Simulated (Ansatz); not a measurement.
Molecule: trifluoromethylgermane, CH₃F₃Ge, net charge 0, singlet state. 
Geometry from a B3LYP-D3(BJ)/def2-TZVP (Ansatz, an electronic-structure program) optimisation:
```
C
F 1 1.3530
F 1 1.3530 2 106.86
F 1 1.3530 2 106.86 3 114.11
Ge 1 2.0176 2 111.97 3 -122.95
H 5 1.5312 1 107.04 2 60.00
H 5 1.5312 6 111.79 1 -116.91
H 5 1.5312 6 111.79 7 -126.18
```

Basis-set convergence of Hartree-Fock and CCSD(T) correlation energies (hartree) with Ansatz. Correlated levels leave the core frozen unless marked. Spin-orbit coupling is left out. Frozen are the shells of the preceding noble gas and the d and f shells that filled before the atom's block. No relativistic terms.

```tsv
basis	functions	E(HF)	E(corr, CCSD(T))
cc-pVDZ	98	-2413.26525	-0.83674
cc-pVTZ	205	-2413.45527	-1.08783
cc-pVQZ	378	-2413.48604	-1.17567
```

Extrapolating the two largest sets (X = 3 and 4) as X^-3: E(corr) = (64·(-1.17567) - 27·(-1.08783))/37 = -1.2398 Eh, an estimate of the basis-set limit. The largest set recovers 94.8 % of it, the smallest 67.5 %.
